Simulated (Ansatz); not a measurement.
The cluster H4W2. Total charge 0; triplet. Geometry r2SCAN-D4/def2-TZVPD, that of the charge -1 doublet; atoms count from 1.

```
atom    x (Å)    y (Å)    z (Å)
  W1  -0.9947  -0.1484   0.7645
  W2   0.5778  -0.3093  -0.7940
  H3   2.1587  -0.9380  -0.1359
  H4  -1.6675   1.4141   0.3399
  H5   0.0498  -0.4078   2.1362
  H6  -0.1241   0.3894  -2.3106
```

In the def2 sets W takes a core potential; there is no spin–orbit coupling. Another isomer (doublet) lies 0.15 eV lower at PBE-D4/def2-TZVPD.

Estimate the Mulliken populations from the PBE0/def2-TZVPD orbitals of Ansatz.


```tsv
atom	charge (e)	spin (α − β)	d electrons
W1	0.42	0.68	4.50
W2	0.47	1.38	4.27
H3	-0.26	-0.03	–
H4	-0.19	0.02	–
H5	-0.18	-0.02	–
H6	-0.26	-0.03	–
```
Mulliken values and Mayer orders depend strongly on the basis. With diffuse functions, as here, like atoms can get unlike values, and bond orders can come out too low or too high.

Where does the spin sit?

Summed by element: W 2.06, H -0.06, of 2 unpaired in all. Largest on single atoms: W2 1.38, W1 0.68, H6 -0.03.

And the Mayer bond orders between bonded heavy atoms (over 0.3)?

W1–W2 3.00 (2.22 Å).
